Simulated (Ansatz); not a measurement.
Consider the ligand exchange at the Hf–O bond: `[NH2][Hf]([OH])([OH])[F]` + NH₃ → `[NH2][Hf]([NH2])([OH])[F]` + H₂O.

Gas-phase electronic energies from Ansatz, PBE0-D4/def2-TZVP geometries. CBS: MP2 limit from def2 TZ/QZ plus the TZ coupled-cluster correction, frozen cores. This one scheme is used for every species. Functionals use def2-TZVPP. HSE06 is defined as in plane-wave codes. Elements past krypton have def2 core potentials. For Hf outer-core shells are correlated without core-valence functions, which leaves a few kJ/mol of doubt a bond. Each species was taken in one conformer, which may not be the lowest.

`[NH2][Hf]([OH])([OH])[F]`:

Cartesian coordinates in Å:
```
N -1.291 -1.054 -0.206
Hf 0.079 0.448 -0.095
O 1.579 -0.068 -1.181
O 0.439 0.759 1.766
F -0.668 2.063 -0.836
H -1.393 -1.700 -0.976
H -1.976 -1.279 0.500
H 2.434 -0.168 -1.584
H 0.798 1.000 2.613
```

NH₃:

Z-matrix (Å, degrees):
```
N
H 1 1.013
H 1 1.013 2 107.1
H 1 1.013 2 107.1 3 -114.5
```

`[NH2][Hf]([NH2])([OH])[F]`:

Cartesian coordinates in Å:
```
N -0.773 1.331 0.956
Hf 0.223 -0.346 0.379
N -0.613 -0.930 -1.386
O 2.084 0.148 0.201
F 0.009 -1.818 1.605
H -0.366 2.252 1.042
H -1.720 1.363 1.307
H -1.178 -0.347 -1.985
H -0.544 -1.849 -1.799
H 2.880 0.195 -0.320
```

H₂O:

Cartesian coordinates in Å:
```
O 0.300 0.092 0.231
H -0.050 -0.783 0.049
H -0.250 0.691 -0.279
```

| level | ΔE (kJ/mol) | difference from CCSD(T)/CBS |
| --- | --- | --- |
| LDA (SPW92) | 67.2 | 0.1 |
| PBE0-D4 | 66.5 | -0.6 |
| HSE06-D4 | 66.2 | -0.9 |
| ωB97M-V | 70.9 | 3.8 |
| B2PLYP | 71.9 | 4.8 |
| PBE-QIDH | 68.8 | 1.7 |
| CAM-B3LYP | 75.6 | 8.5 |
| HF/def2-SVP | 84.1 | 17.0 |
| MP2/def2-QZVPP | 68.0 | 0.9 |
| CCSD/CBS(def2) | 68.3 | 1.2 |
| CCSD(T)/CBS | 67.1 | 0 |

Largest T1 diagnostic among the species: 0.015.

Leaving LDA and LC-ωPBE aside and taking each functional with its dispersion term where it has one, the values, not all of them listed here, spread over 10.2 kJ/mol, from revPBE-D4 to CAM-B3LYP-D4. In def2-TZVPP, CCSD(T) changes the Hartree–Fock value by −9.9 kJ/mol (the triples alone add −1.2 kJ/mol) and MP2 by −9.2 kJ/mol. From BLYP to BHLYP (50 % exact exchange), in def2-TZVPP and without D4, ΔE moves by +3.0 kJ/mol.

CCSD(T)/CBS has its own doubt, a few kJ/mol and more with outer-core shells, so smaller differences from it don't rank the levels.
